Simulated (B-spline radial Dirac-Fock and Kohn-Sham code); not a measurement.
## Relativistic shifts of the levels of As⁺

System: arsenic as As⁺, configuration 1s2 2s2 2p6 3s2 3p6 3d10 4s2 4p2.

Both columns are ΔSCF binding energies of the configuration average from a B-spline atomic structure program: non-relativistic Hartree-Fock with a point nucleus, and Dirac-Fock with a finite nucleus and the Coulomb interaction alone, averaged over the two j levels with weights 2j+1.

```
shell  Hartree-Fock (eV)  Dirac-Fock (eV)  shift (eV)  shift (%)
   1s            11731.8          11910.7     +178.89      +1.52
   2s             1517.5           1557.5      +40.06      +2.64
   2p             1347.8           1357.0       +9.24      +0.69
   3s              221.7            228.3       +6.56      +2.96
   3p              163.2            164.6       +1.40      +0.86
   3d              60.90            59.71       -1.20      -1.96
   4s              26.76            27.28       +0.52      +1.95
   4p              17.31            17.31        0.00      -0.01
```

Relativity binds 1s, 2s, 2p, 3s, 3p, 4s more strongly, among those listed most of all 3s in relative terms, and 3d more weakly, because the contracted s and p shells screen the nucleus better.

Values without a named source are computed, but for edge energies of neutral atoms, which are taken from tables.
